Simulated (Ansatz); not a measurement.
Single points on Al3Ru2⁻.

```yaml
crystal:
  periodic: [false, false, false]
  atoms:
    - {symbol: Ru, position_ang: [0.017375, 1.097983, -0.941973]}
    - {symbol: Ru, position_ang: [-0.017349, -1.097970, 0.941987]}
    - {symbol: Al, position_ang: [0.887871, 1.058337, 1.249888]}
    - {symbol: Al, position_ang: [0.974242, -1.042848, -1.197515]}
    - {symbol: Al, position_ang: [-1.862141, -0.015501, -0.052388]}
basis:
  gaussian: {orbitals: def2-TZVPD, initial_orbitals: start.molden}
total_charge: -1
hamiltonian: {xc: pbe0, dispersion: d4}
scf: {omitted_lower_state_checks: [starts]}
output: {orbitals: {seedname: orbitals}}
```

The file start.molden holds the orbitals of an earlier run on this structure, at another level or in another basis.

```sh
$ ansatz run in.yaml --threads 4 --pin off --events-out ev --progress --plain --max-ram 4787MiB
```

It prints (some lines left out):

```
Functional definition: PBE0
1638 factors; their error is unknown
mean field evaluation 1: about -24911.0843 eV, gradient 3.1e2 eV
mean field evaluation 2: about -24932.8405 eV, gradient 2.9e1 eV
mean field evaluation 4: about -24948.0995 eV, gradient 1.7e1 eV
mean field evaluation 8: about -24949.1592 eV, gradient 6.0e-2 eV
mean field -24949.15917445 eV, -916.8646885135 hartree, gradient 4.4e-5 eV, S^2 0.000000; 0 other end points of the search recorded, 0 dependent functions left out
reference -24949.15920137 eV, -916.8646895029 hartree; 36, 36 occupied and 173, 173 virtual orbitals, 1638 factors
Total energy: -24949.45917171 eV, -916.8757132096 hartree
Checks for a lower state left out: starts
```

It took 6.5 s on 4 threads of Arm Neoverse V1 on a shared host, peak host memory 0.71 GiB.

First input, but with `gaussian: {orbitals: def2-SVPD, initial_orbitals: start.molden}`, `hamiltonian: {xc: pbe, dispersion: d4}` (abridged; 2.1 s):

```
Functional definition: PBE
mean field -24942.84172594 eV, -916.6325265628 hartree, gradient 5.4e-5 eV, S^2 0.000000
Total energy: -24943.19516451 eV, -916.6455151910 hartree
Checks for a lower state left out: starts
```

Geometry: PBE-D4/def2-SVPD.

In the def2 sets Ru takes a core potential; there is no spin–orbit coupling. The restricted singlet is unstable towards broken spin symmetry at other levels; at PBE-D4/def2-SVPD this wasn't settled. At PBE-D4/def2-SVPD the highest occupied level of the charge -1 singlet lies above zero (up to 0.21 eV). The electron is either unbound and held by the finite basis, or the level is raised by self-interaction error. The geometry of the singlet was relaxed on an unsound state (restricted singlet, unstable towards broken spin symmetry at other levels and untested here). The structure comes from a short search, and lower isomers may exist.
